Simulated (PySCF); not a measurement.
**Whose spectrum? (polycyclic quinone and quinodimethane)**

All values: TDA CAM-B3LYP/6-31G*, gas phase, PySCF SCF with an in-house response code, fitting set def2-universal-JFIT up to Ne and JKFIT beyond, grid level 1 (kernel 0), vertical, one conformer each, geometries GFN2-xTB; core orbitals frozen in the response, virtual orbitals above 1.5 Eh left out. The lowest 6 singlets were sought, and the brightest is taken among them. The runs took 0.4 to 2 CPU minutes each on shared server CPUs.

Some members have small gaps, where a closed-shell solution may not be the ground state. Without diffuse functions Rydberg states are missing, so unbound LUMOs, wide gaps and states within about 2 eV of the ionisation energy come out too high, and electron affinities are rough.

One system has its HOMO at -6.93 eV, its LUMO at -3.62 eV and these singlet states:

```json
{"state": "S1", "eV": "1.30", "f": "0.091"}
{"state": "S2", "eV": "2.28", "f": "0.027"}
{"state": "S3", "eV": "2.84", "f": "0.606"}
{"state": "S4", "eV": "3.18", "f": "0.236"}
{"state": "S5", "eV": "3.56", "f": "0.103"}
{"state": "S6", "eV": "3.86", "f": "0.204"}
```

(1) Which is it?
A. c1ccc2cc3ccc4cccc(c1)c2c43 (C16H10)
B. N#CC(C#N)=c1cc2cc3c(=C(C#N)C#N)cccc4cccc1c2c43 (C22H8N4)
C. c1ccc2cc3ccc4cccc(c1)c2[b-]43 ([C15H10B]-)

(2) How do the candidates compare?

## Answers

(1) B.

(2) 
| system | HOMO / eV | LUMO / eV | S1 / eV | f(S1) | brightest state sought / eV |
| --- | --- | --- | --- | --- | --- |
| N#CC(C#N)=c1cc2cc3c(=C(C#N)C#N)cccc4cccc1c2c43 | -6.93 | -3.62 | 1.30 | 0.091 | 2.84 |
| c1ccc2cc3ccc4cccc(c1)c2[b-]43 | -0.70 | 3.41 | 1.43 | 0.010 | 3.92 |
| c1ccc2cc3ccc4cccc(c1)c2c43 | -5.91 | -0.97 | 1.96 | 0.002 | 4.34 |
